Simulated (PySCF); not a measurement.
**First hyperpolarisability: `C1=C\C=C(Cl)/C=C\C=C/1`, C8H7Cl**

Geometry:
| atom | x (Å) | y (Å) | z (Å) |
| --- | --- | --- | --- |
| Cl1 | 2.987 | 0.235 | 1.403 |
| C2 | 1.605 | -0.036 | 0.372 |
| C3 | 1.119 | -1.262 | 0.233 |
| C4 | -0.002 | -1.611 | -0.643 |
| C5 | -1.223 | -1.092 | -0.577 |
| C6 | -1.681 | -0.082 | 0.379 |
| C7 | -1.174 | 1.135 | 0.540 |
| C8 | -0.057 | 1.703 | -0.215 |
| C9 | 1.162 | 1.184 | -0.309 |
| H10 | 1.591 | -2.092 | 0.745 |
| H11 | 0.204 | -2.413 | -1.341 |
| H12 | -1.998 | -1.481 | -1.228 |
| H13 | -2.564 | -0.366 | 0.941 |
| H14 | -1.649 | 1.824 | 1.230 |
| H15 | -0.267 | 2.653 | -0.694 |
| H16 | 1.940 | 1.710 | -0.848 |

Level of theory: quadratic response LC-wPBE/def2-SVPD first hyperpolarisability, Taylor convention, gas phase in PySCF 2.14.0. Geometry: GFN2-xTB.

(1) What is the first hyperpolarisability, and how does it disperse?

(2) Which lowest excitations, dipole and polarisabilities go with it?

## Answers

(1) In au, Taylor convention; the vector part is βᵢ = ⅓ Σⱼ (βᵢⱼⱼ + βⱼᵢⱼ + βⱼⱼᵢ); β∥ is 3/5 of the vector part along the dipole, the dipole points from − to +:
```
                   process  λ (nm)  β vector norm     β∥  β HRS  depolarisation ratio
           static β(0;0,0)       ∞           61.1  -32.5   32.0                  2.93
second harmonic β(−2ω;ω,ω)    1907           65.5  -34.9   34.0                  2.98
         Pockels β(−ω;ω,0)    1907           62.5  -33.3      –                     –
second harmonic β(−2ω;ω,ω)    1064           77.2  -41.1   39.4                  3.08
         Pockels β(−ω;ω,0)    1064           65.8  -35.1      –                     –
```

(2) S1 4.53 eV (f = 0.002); S2 6.14 eV (f = 0.015); S3 6.29 eV (f = 0.085); dipole 2.04 D; isotropic α 101.0 au static, 101.3 au at 1907 nm, 102.0 au at 1064 nm, 102.3 au at 953.5 nm, 105.6 au at 532 nm.
